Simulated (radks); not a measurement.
Values are calculated unless marked as measured or tabulated.
All-electron atom: Eu X in [Kr] 4d10 4f5 5s2 5p1.

Code: a radial shooting solver on a logarithmic mesh with Libxc functionals. Model: Dirac Kohn-Sham, PBEsol, spin-unpolarised, spherical densities, finite nucleus; open shells are shared between the two j in proportion to 2j + 1; Fermi nuclear charge, rms radius 5.1115 fm.

Energy parts (hartree):
part                       energy
total                 -10825.4957
kinetic                11770.2925
electron-nucleus      -26280.6549
Hartree                 3919.2460
exchange-correlation    -234.3792

Orbitals (lengths in bohr, moments of r in powers of bohr; r(max) is where P^2 peaks):
orbital      occ.  eigenvalue (hartree)   r(max)      <r^4>  small-component weight
1s1/2           2             -1780.156  0.01420  1.227e-06                5.49e-02
2s1/2           2             -296.6949  0.08074  0.0001956                1.21e-02
2p1/2           2             -281.8096  0.06108  0.0001213                1.22e-02
2p3/2           4             -258.0082  0.06681  0.0001578                1.13e-02
3s1/2           2             -69.46293   0.2292   0.007652                3.81e-03
3p1/2           2             -63.02525   0.2162   0.006977                3.76e-03
3p3/2           4             -58.17269   0.2284   0.008497                3.52e-03
3d3/2           4             -47.01251   0.1817   0.006197                3.40e-03
3d5/2           6             -45.95617   0.1852   0.006587                3.33e-03
4s1/2           2             -17.98192   0.5269     0.1863                1.22e-03
4p1/2           2             -15.48670   0.5316     0.2112                1.15e-03
4p3/2           4             -14.39896   0.5573     0.2552                1.06e-03
4d3/2           4             -10.27402   0.5655     0.3516                9.08e-04
4d5/2           6             -10.07535   0.5737     0.3725                8.86e-04
5s1/2           2              -6.20732    1.162      3.952                3.39e-04
5p1/2    0.333333              -5.39446    1.231      5.176                3.02e-04
4f5/2     2.14286              -5.16820   0.5663     0.9441                5.90e-04
5p3/2    0.666667              -5.16778    1.284      6.021                2.85e-04
4f7/2     2.85714              -5.13821   0.5703     0.9687                5.83e-04

The highest occupied level is 4f7/2 at -139.82 eV. The electron density at the nucleus is 5.786e+05 e/bohr^3. Summed over all electrons, <r^2> = 18.04 bohr^2, which gives a Langevin (diamagnetic) susceptibility term of -14.3 x 10^-6 cm^3/mol.
